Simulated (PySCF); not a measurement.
Identify the unknown among the candidates.

| technique | computed result |
| --- | --- |
| UV, first state | lowest singlet excitation: 7.69 eV (161 nm, f = 0.037) [TDDFT PBE0/def2-SVPD] |
| UV, strongest line | among the 8 lowest singlet transitions: S6 at 8.64 eV (143 nm, f = 0.072) [TDDFT PBE0/def2-SVPD] |
| Rotational structure | rotational constants A, B, C: 4.395, 0.918, 0.799 GHz [GFN2-xTB] |
| Triplet | lowest triplet excitation (Tamm–Dancoff): 7.22 eV [TDA PBE0/def2-SVPD] |
| NMR, other nuclei | isotropic shieldings of nuclei other than C and H, by class: 366 (1 F), 474 (1 F), 393 (1 Si) ppm [GIAO PBE0/pcSseg-1] |
| 13C NMR | chemical shifts (computed TMS as zero) by class: 92.6 (1 C), 77.9 (1 C), 27.5 (1 C), 22.8 (1 C) ppm [GIAO PBE0/pcSseg-1] |
| 1H NMR | chemical shifts (computed TMS as zero) by class: 5.03 (1 H), 4.90 (1 H), 4.89 (1 H), 4.33 (1 H), 4.20 (1 H), 1.48 (3 H), 1.22 (1 H), 1.20 (1 H) ppm [GIAO PBE0/pcSseg-1] |

Gas-phase values; electronic properties from PySCF, density fitting. Levels stand in brackets. One conformer (not necessarily the lowest) at the GFN2-xTB geometry, without solvent, vibrations or thermal averaging. NMR values are class means; diastereotopic atoms form classes of their own.

Question: Which candidate is it?
A. `CCC[SiH2][SiH](C)C`
B. `C[Si](C)(C)C(F)F`
C. `C[C@@H](F)C[SiH2]CF`
D. `C#C[SiH2]C[SiH](F)F`

Answer: C. It is `C[C@@H](F)C[SiH2]CF`. Numbering: `[CH3:1][C@@H:2]([F:3])[CH2:4][SiH2:5][CH2:6][F:7]`. Its formula, C4H10F2Si, gives 0 degrees of unsaturation, so no ring and no π bond. 4 carbons fall into 4 classes; from least to most shielded: sp3 C–F carbon [C2] (92.6 ppm), sp3 C–F carbon [C6] (77.9 ppm), methyl carbon [C1] (27.5 ppm), sp3 carbon bound to silicon [C4] (22.8 ppm). Hydrogen classes from least to most shielded: 1 H on an sp3 C–F carbon, C6 (5.03 ppm), 1 H on an sp3 C–F carbon, C2 (4.90 ppm), 1 H on an sp3 C–F carbon, C6 (4.89 ppm), 1 H on an SiH2 silicon, Si5 (4.33 ppm), 1 H on an SiH2 silicon, Si5 (4.20 ppm), 3 H on a methyl carbon, C1 (1.48 ppm, a mean of values up to 0.8 ppm apart in this geometry), 1 H on an sp3 carbon bound to silicon, C4 (1.22 ppm), 1 H on an sp3 carbon bound to silicon, C4 (1.20 ppm). The other shieldings belong to: 366 ppm, alkyl fluorine [F3]; 474 ppm, alkyl fluorine [F7]; 393 ppm, SiH2 silicon [Si5]. The optimised geometry has point group C1 and is an asymmetric top.

The others, at the same levels:
- `C[Si](C)(C)C(F)F` fails: it has 2 carbon classes against 4; its computed 13C shifts are 128.9 (1 C), -4.9 (3 C) ppm, 1H shifts are 6.16 (1 H), 0.17 (9 H) ppm and rotational constant A is 2.344 GHz (against 4.395 GHz).
- `C#C[SiH2]C[SiH](F)F` fails: it has 6 hydrogens where the 1H data count 10; its computed 13C shifts are 106.7 (1 C), 85.8 (1 C), 0.2 (1 C) ppm, 1H shifts are 5.18 (1 H), 4.66 (2 H), 2.02 (1 H), 0.29 (2 H) ppm and rotational constant A is 3.018 GHz (against 4.395 GHz).
- `CCC[SiH2][SiH](C)C` fails: it has 16 hydrogens where the 1H data count 10; its computed 13C shifts are 25.4 (1 C), 21.5 (1 C), 14.1 (1 C), -4.2 (2 C) ppm, 1H shifts are 4.41 (1 H), 3.82 (2 H), 1.35 (2 H), 1.10 (3 H), 0.68 (2 H), 0.17 (6 H) ppm and rotational constant A is 2.754 GHz (against 4.395 GHz).

Each candidate is one conformer, not necessarily the lowest. Dipoles, sizes and rotational constants follow the conformer. The torsions of the flexible species, by atom-mapped SMILES:
- `[CH3:1][C@@H:2]([F:3])[CH2:4][SiH2:5][CH2:6][F:7]`: C1–C2–C4–Si5 -174°, C2–C4–Si5–C6 -174°, C4–Si5–C6–F7 56°
- `[CH3:1][Si:2]([CH3:3])([CH3:4])[CH:5]([F:6])[F:7]`: C1–Si2–C5–F6 59°
- `[CH:1]#[C:2][SiH2:3][CH2:4][SiH:5]([F:6])[F:7]`: C2–Si3–C4–Si5 -62°, Si3–C4–Si5–F6 -169°
- `[CH3:1][CH2:2][CH2:3][SiH2:4][SiH:5]([CH3:6])[CH3:7]`: C1–C2–C3–Si4 179°, C2–C3–Si4–Si5 -65°, C3–Si4–Si5–C6 -70°
